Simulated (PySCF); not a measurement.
1-methyl-3-methylideneazetidine (C5H9N), SMILES C=C1CN(C)C1. Geometry: PBE-D3(BJ)/def2-SVP.

Level of theory: PBE-D3(BJ)/def2-SVP run with PySCF.

Harmonic wavenumbers (cm⁻¹): 102, 229, 268, 306, 394, 401, 609, 641, 786, 861, 882, 922, 943, 980, 1016, 1074, 1081, 1136, 1168, 1184, 1206, 1258, 1291, 1373, 1381, 1403, 1405, 1420, 1437, 1743, 2824, 2849, 2862, 2973, 2973, 2998, 3051, 3074, 3169. Rotational constants (GHz): 10.16, 2.444, 2.094; symmetry number 1.

### Question
Work out the zero-point energy and the ideal-gas rigid-rotor harmonic-oscillator thermochemistry at 298.15 K and 1 atm.

### Answer
ZPE = ½ Σ hcν = ½ × 55672 cm⁻¹ = 79.59 kcal/mol. H − E(el) = 84.22 kcal/mol. Entropy in cal/(mol K): translation 39.17, rotation 26.23, vibration 12.51, total 77.90. G − E(el) = 61.00 kcal/mol. Cp = 25.90 cal/(mol K). Modes under 150 cm⁻¹ make the vibrational entropy uncertain.
